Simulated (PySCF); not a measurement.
# Electron correlation in K⁺ (potassium, charge +1)

[Ar], closed-shell 1S. Calculation: PySCF 2.14, in def2-QZVPPD; no relativity, point nucleus. Frozen: [Ne]; 8 electrons correlated.

```csv
level,correlation energy (mhartree)
CCSD,-216.75
(T),-5.94
CCSD(T),-222.69
```

Diagnostics: T1 = 0.00064, D1 = 0.0017, largest double amplitude 0.026.

Cost of the coupled-cluster step: of the order of 1.7 core-seconds, for 8 correlated electrons.

This basis was not built for core-valence correlation, so the inner-shell part is incomplete.
